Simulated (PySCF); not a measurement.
B(F)3(OH2), H2BF3O, singlet, PBE0/def2-SVP optimised geometry. Atoms within 1.6 Å of the plane z = 0.0 Å (x, y, z in Å): B1 (-0.36, -0.12, 0.00), F2 (-0.97, -1.09, 0.73), F3 (-0.97, 1.09, 0.00), F4 (0.97, -0.12, 0.00), H7 (-1.32, -1.45, -1.51).

Method: PySCF with PBE0/def2-TZVP. Cells within 0.4 Å of a nucleus heavier than hydrogen are left out (blank, or x).

Map of the log10 of the electron density (e/bohr³), floored at −4 on the plane z = 0.0 Å:

```
|00000000000000000000000000000|
|00000000000000000000000000000|
|00000000001100000000000000000|
|00000001122221100000000000000|
|00000112333333210000000000000|
|00001233455544321000000000000|
|00001245566665432110000000000|
|00012346778876543221100000000|
|00013456899987643332211000000|
|000234679xxx97654444332100000|
|000234679xxx98655555443210000|
|0002345789x997666776654310000|
|00013456789987777888765321000|
|000123456788xx7889x9875421000|
|000123455678xxx89xxx975431000|
|000123455678xxx89xxx975431000|
|0001234567778x7889x9875421000|
|00012345677877777888764321000|
|00012346778877666676654310000|
|00012345677776555555443210000|
|00012345677765544444332100000|
|00002344566655433332211000000|
|00001234455544332211100000000|
|00000123344433221100000000000|
|00000012233322110000000000000|
|00000001111111000000000000000|
|00000000000000000000000000000|
|00000000000000000000000000000|
|00000000000000000000000000000|
```
Scale: ten equal steps from -4.00 (start of '0') to -0.055 (end of '9'), in the order '0123456789'; x runs from -3.50 to 3.50, y from -3.50 (bottom) to 3.50 (top).
